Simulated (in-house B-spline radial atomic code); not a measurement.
RPA and G0W0 on BLYP: Zr22+

Configuration [Ne] 3s2 3p6, mean-field start BLYP. Computed with a B-spline radial code for spherical atoms: all electrons, non-relativistic, point nucleus, each spin shell either full or empty, empty states to l = 9 with an (l + 1/2)⁻⁴ tail; G0W0 by contour deformation at full frequency.

Without relativity these are model numbers: it shifts the levels of so heavy an element strongly and can reorder them.

Command:
```bash
python run_gw.py task.json out
```
Settings (radii: box in bohr, nucleus in fm):
```
Z                        40
electrons                18
configuration            [Ne] 3s2 3p6
hamiltonian              nr
method                   b88,lyp
lmax                     9
spin_polarised           False
box_radius               3.81
intervals                47
```

Cost of the run: 1.3 s on 1 thread of Arm Neoverse N1, on a shared host.

Energies (hartree):

| term | value |
| --- | --- |
| mean-field total | -3249.40029 |
| Hartree-Fock functional on these orbitals | -3248.38480 |
| direct second order | -1.683 |
| second-order exchange | 0.54883 |
| SOSEX correction | 0.50441 |

**Question.** What is the RPA correlation energy, and what remains with SOSEX?

**Answer.** RPA gives -1.4847 hartree (-2.24 eV per electron); RPA + SOSEX gives -0.98025, and the second-order doubles -1.1342 hartree (no singles). RPA lacks exchange-type terms and so overcorrelates at short range.

Quasi-particle levels (eV):

| level | occupied | mean field | Σx - vxc | Σc | QP weight | G0W0 |
| --- | --- | --- | --- | --- | --- | --- |
| 3p | yes | -1063.80 | -26.60 | ? | ? | ? |
| 2s | yes | -3277.92 | -104.53 | 9.48 | 0.950 | -3372.96 |
| 3d | no | -953.07 | 33.42 | -3.54 | 0.986 | -923.19 |

G0W0 = mean field + (Σx - vxc) + Σc, with Σc (partial-wave tail included) taken at the quasi-particle energy. Only the outer levels were computed. Levels of low weight are left out.

**Question.** Where does G0W0 put 3p?

**Answer.** At -1091.03 eV, with Σc = -0.63 eV and a quasi-particle weight of 0.974. The tabulated removal energy is 1092 ± 3 eV (NIST, semi-empirical); the calculation leaves out relativity, Breit and QED terms, and what these don't explain is the method's own error.
